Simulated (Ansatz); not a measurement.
## Molecular dynamics of C2H2BF

The input (input.yaml):

```yaml
crystal:
  periodic: [false, false, false]
  atoms:
    - { symbol: F, position_ang: [-1.101812, -1.987911, 0.418582] }
    - { symbol: B, position_ang: [-0.51499, -0.816977, 0.23117] }
    - { symbol: C, position_ang: [0.767495, -0.082062, -0.025626] }
    - { symbol: C, position_ang: [-0.457048, 0.637798, 0.087496] }
    - { symbol: H, position_ang: [1.783689, 0.155059, -0.393287] }
    - { symbol: H, position_ang: [-0.715582, 1.703531, -0.089309] }
magnetization:
  spin_polarized: true
basis:
  gaussian: { orbitals: def2-SVP }
hamiltonian:
  xc: pbe0
  dispersion: d4
md:
  timestep: 0.25
  n_steps: 100
  ensemble: nve
  temperature: 500.0
  initial_velocities: maxwell_boltzmann
  seed: 894301
```

Run as:

```bash
$ ansatz run input.yaml --threads 1 --pin off --max-ram 2048MiB --backend cpu --events-out ev --progress --plain --runs-dir out
```

It goes on from the last frame of an earlier run, with new velocities.

Output, in part (one step line in 2, the closing report, with atoms numbered from 0):

```
md step     0: t =     0.00 fs  T =   500.0 K  F+E_penalty+E_count = -5489.04731241 eV  E_kin = 0.258520 eV  conserved = -5488.78879241 eV  (28 SCF iters)
md step     2: t =     0.50 fs  T =   500.3 K  F+E_penalty+E_count = -5489.04746601 eV  E_kin = 0.258694 eV  conserved = -5488.78877201 eV  (28 SCF iters)
md step     4: t =     1.00 fs  T =   501.9 K  F+E_penalty+E_count = -5489.04825274 eV  E_kin = 0.259498 eV  conserved = -5488.78875513 eV  (27 SCF iters)
md step     6: t =     1.50 fs  T =   506.7 K  F+E_penalty+E_count = -5489.05074526 eV  E_kin = 0.261997 eV  conserved = -5488.78874824 eV  (27 SCF iters)
md step     8: t =     2.00 fs  T =   515.7 K  F+E_penalty+E_count = -5489.05538251 eV  E_kin = 0.266627 eV  conserved = -5488.78875526 eV  (27 SCF iters)
md step    10: t =     2.50 fs  T =   527.9 K  F+E_penalty+E_count = -5489.06172790 eV  E_kin = 0.272951 eV  conserved = -5488.78877659 eV  (28 SCF iters)
md step    12: t =     3.00 fs  T =   540.9 K  F+E_penalty+E_count = -5489.06845716 eV  E_kin = 0.279649 eV  conserved = -5488.78880844 eV  (27 SCF iters)
md step    14: t =     3.50 fs  T =   550.7 K  F+E_penalty+E_count = -5489.07359028 eV  E_kin = 0.284746 eV  conserved = -5488.78884399 eV  (26 SCF iters)
md step    16: t =     4.00 fs  T =   553.3 K  F+E_penalty+E_count = -5489.07494303 eV  E_kin = 0.286069 eV  conserved = -5488.78887360 eV  (26 SCF iters)
md step    18: t =     4.50 fs  T =   545.1 K  F+E_penalty+E_count = -5489.07072918 eV  E_kin = 0.281842 eV  conserved = -5488.78888750 eV  (27 SCF iters)
md step    20: t =     5.00 fs  T =   524.7 K  F+E_penalty+E_count = -5489.06016675 eV  E_kin = 0.271288 eV  conserved = -5488.78887898 eV  (29 SCF iters)
md step    22: t =     5.50 fs  T =   493.2 K  F+E_penalty+E_count = -5489.04387746 eV  E_kin = 0.255029 eV  conserved = -5488.78884813 eV  (27 SCF iters)
md step    24: t =     6.00 fs  T =   454.6 K  F+E_penalty+E_count = -5489.02386142 eV  E_kin = 0.235058 eV  conserved = -5488.78880349 eV  (27 SCF iters)
md step    26: t =     6.50 fs  T =   414.3 K  F+E_penalty+E_count = -5489.00295100 eV  E_kin = 0.214191 eV  conserved = -5488.78875987 eV  (27 SCF iters)
md step    28: t =     7.00 fs  T =   377.5 K  F+E_penalty+E_count = -5488.98389256 eV  E_kin = 0.195160 eV  conserved = -5488.78873226 eV  (26 SCF iters)
md step    30: t =     7.50 fs  T =   347.6 K  F+E_penalty+E_count = -5488.96844841 eV  E_kin = 0.179721 eV  conserved = -5488.78872756 eV  (27 SCF iters)
md step    32: t =     8.00 fs  T =   325.4 K  F+E_penalty+E_count = -5488.95696791 eV  E_kin = 0.168226 eV  conserved = -5488.78874195 eV  (27 SCF iters)
md step    34: t =     8.50 fs  T =   309.2 K  F+E_penalty+E_count = -5488.94863596 eV  E_kin = 0.159874 eV  conserved = -5488.78876242 eV  (27 SCF iters)
md step    36: t =     9.00 fs  T =   296.8 K  F+E_penalty+E_count = -5488.94223342 eV  E_kin = 0.153458 eV  conserved = -5488.78877545 eV  (27 SCF iters)
md step    38: t =     9.50 fs  T =   286.6 K  F+E_penalty+E_count = -5488.93697118 eV  E_kin = 0.148198 eV  conserved = -5488.78877312 eV  (27 SCF iters)
md step    40: t =    10.00 fs  T =   279.0 K  F+E_penalty+E_count = -5488.93298847 eV  E_kin = 0.144233 eV  conserved = -5488.78875593 eV  (25 SCF iters)
md step    42: t =    10.50 fs  T =   275.8 K  F+E_penalty+E_count = -5488.93133894 eV  E_kin = 0.142608 eV  conserved = -5488.78873125 eV  (27 SCF iters)
md step    44: t =    11.00 fs  T =   280.1 K  F+E_penalty+E_count = -5488.93355140 eV  E_kin = 0.144842 eV  conserved = -5488.78870916 eV  (27 SCF iters)
md step    46: t =    11.50 fs  T =   294.6 K  F+E_penalty+E_count = -5488.94100104 eV  E_kin = 0.152302 eV  conserved = -5488.78869882 eV  (27 SCF iters)
md step    48: t =    12.00 fs  T =   320.3 K  F+E_penalty+E_count = -5488.95433435 eV  E_kin = 0.165629 eV  conserved = -5488.78870560 eV  (27 SCF iters)
md step    50: t =    12.50 fs  T =   356.6 K  F+E_penalty+E_count = -5488.97311891 eV  E_kin = 0.184389 eV  conserved = -5488.78873016 eV  (27 SCF iters)
md step    52: t =    13.00 fs  T =   400.4 K  F+E_penalty+E_count = -5488.99579294 eV  E_kin = 0.207024 eV  conserved = -5488.78876850 eV  (27 SCF iters)
md step    54: t =    13.50 fs  T =   447.0 K  F+E_penalty+E_count = -5489.01991150 eV  E_kin = 0.231099 eV  conserved = -5488.78881298 eV  (27 SCF iters)
md step    56: t =    14.00 fs  T =   490.8 K  F+E_penalty+E_count = -5489.04262964 eV  E_kin = 0.253776 eV  conserved = -5488.78885380 eV  (26 SCF iters)
md step    58: t =    14.50 fs  T =   526.9 K  F+E_penalty+E_count = -5489.06132055 eV  E_kin = 0.272439 eV  conserved = -5488.78888112 eV  (27 SCF iters)
md step    60: t =    15.00 fs  T =   551.8 K  F+E_penalty+E_count = -5489.07418633 eV  E_kin = 0.285298 eV  conserved = -5488.78888843 eV  (27 SCF iters)
md step    62: t =    15.50 fs  T =   564.4 K  F+E_penalty+E_count = -5489.08068360 eV  E_kin = 0.291809 eV  conserved = -5488.78887435 eV  (27 SCF iters)
md step    64: t =    16.00 fs  T =   566.2 K  F+E_penalty+E_count = -5489.08159568 eV  E_kin = 0.292751 eV  conserved = -5488.78884479 eV  (25 SCF iters)
md step    66: t =    16.50 fs  T =   560.6 K  F+E_penalty+E_count = -5489.07866016 eV  E_kin = 0.289848 eV  conserved = -5488.78881191 eV  (27 SCF iters)
md step    68: t =    17.00 fs  T =   551.3 K  F+E_penalty+E_count = -5489.07383461 eV  E_kin = 0.285046 eV  conserved = -5488.78878905 eV  (27 SCF iters)
md step    70: t =    17.50 fs  T =   541.0 K  F+E_penalty+E_count = -5489.06848139 eV  E_kin = 0.279696 eV  conserved = -5488.78878501 eV  (27 SCF iters)
md step    72: t =    18.00 fs  T =   530.0 K  F+E_penalty+E_count = -5489.06283814 eV  E_kin = 0.274038 eV  conserved = -5488.78879969 eV  (28 SCF iters)
md step    74: t =    18.50 fs  T =   516.8 K  F+E_penalty+E_count = -5489.05602581 eV  E_kin = 0.267202 eV  conserved = -5488.78882417 eV  (28 SCF iters)
md step    76: t =    19.00 fs  T =   498.5 K  F+E_penalty+E_count = -5489.04657077 eV  E_kin = 0.257724 eV  conserved = -5488.78884630 eV  (28 SCF iters)
md step    78: t =    19.50 fs  T =   472.5 K  F+E_penalty+E_count = -5489.03315938 eV  E_kin = 0.244304 eV  conserved = -5488.78885540 eV  (28 SCF iters)
md step    80: t =    20.00 fs  T =   437.9 K  F+E_penalty+E_count = -5489.01527730 eV  E_kin = 0.226430 eV  conserved = -5488.78884722 eV  (28 SCF iters)
md step    82: t =    20.50 fs  T =   395.9 K  F+E_penalty+E_count = -5488.99349580 eV  E_kin = 0.204672 eV  conserved = -5488.78882334 eV  (28 SCF iters)
md step    84: t =    21.00 fs  T =   349.3 K  F+E_penalty+E_count = -5488.96937015 eV  E_kin = 0.180580 eV  conserved = -5488.78879001 eV  (28 SCF iters)
md step    86: t =    21.50 fs  T =   302.3 K  F+E_penalty+E_count = -5488.94505520 eV  E_kin = 0.156300 eV  conserved = -5488.78875514 eV  (27 SCF iters)
md step    88: t =    22.00 fs  T =   259.3 K  F+E_penalty+E_count = -5488.92280146 eV  E_kin = 0.134075 eV  conserved = -5488.78872625 eV  (27 SCF iters)
md step    90: t =    22.50 fs  T =   223.9 K  F+E_penalty+E_count = -5488.90447554 eV  E_kin = 0.115767 eV  conserved = -5488.78870878 eV  (27 SCF iters)
md step    92: t =    23.00 fs  T =   198.2 K  F+E_penalty+E_count = -5488.89120792 eV  E_kin = 0.102503 eV  conserved = -5488.78870540 eV  (27 SCF iters)
md step    94: t =    23.50 fs  T =   182.8 K  F+E_penalty+E_count = -5488.88323144 eV  E_kin = 0.094516 eV  conserved = -5488.78871514 eV  (28 SCF iters)
md step    96: t =    24.00 fs  T =   176.4 K  F+E_penalty+E_count = -5488.87994645 eV  E_kin = 0.091213 eV  conserved = -5488.78873332 eV  (28 SCF iters)
md step    98: t =    24.50 fs  T =   176.9 K  F+E_penalty+E_count = -5488.88021540 eV  E_kin = 0.091462 eV  conserved = -5488.78875291 eV  (27 SCF iters)
md step   100: t =    25.00 fs  T =   181.9 K  F+E_penalty+E_count = -5488.88283433 eV  E_kin = 0.094069 eV  conserved = -5488.78876528 eV  (28 SCF iters)
Total energy: -5488.88285505 eV, -201.7127244246 hartree
Atom 0 at    -1.163365    -1.963831     0.424151 Å, force     1.229942     1.014225    -0.053243 eV/Å
Atom 1 at    -0.425360    -0.836346     0.247262 Å, force    -0.229923    -3.327593    -0.345135 eV/Å
Atom 2 at     0.806295    -0.021677    -0.087969 Å, force    -2.410716     0.212846     1.456206 eV/Å
Atom 3 at    -0.463162     0.554466     0.084945 Å, force     1.298385     2.061183    -0.529853 eV/Å
Atom 4 at     1.836959     0.360280    -0.095813 Å, force    -0.186292    -0.170661    -0.463911 eV/Å
Atom 5 at    -0.959393     1.525608     0.108931 Å, force     0.298604     0.210000    -0.064064 eV/Å
Dipole moment:     0.209726     0.405376    -0.016073 e Å
```

The run went to its last step. The conserved energy stayed within 0.016 meV per atom of its start (net change 0.0045 meV per atom), so the integration is sound. A run of 0.025 ps of so small a system gives no equilibrium averages.

The same pairs are bonded in the first frame and the last. Pairs count as bonded within 1.25 times the sum of covalent radii (0.12 Å more for H–H).

Last frame:

```xyz
6
Properties=species:S:1:pos:R:3
F -1.163 -1.964 0.424
B -0.425 -0.836 0.247
C 0.806 -0.022 -0.088
C -0.463 0.554 0.085
H 1.837 0.360 -0.096
H -0.959 1.526 0.109
```

Run time: 4.2 min on 1 thread of Arm Neoverse V1, with other jobs on the host, peak memory 0.14 GiB.
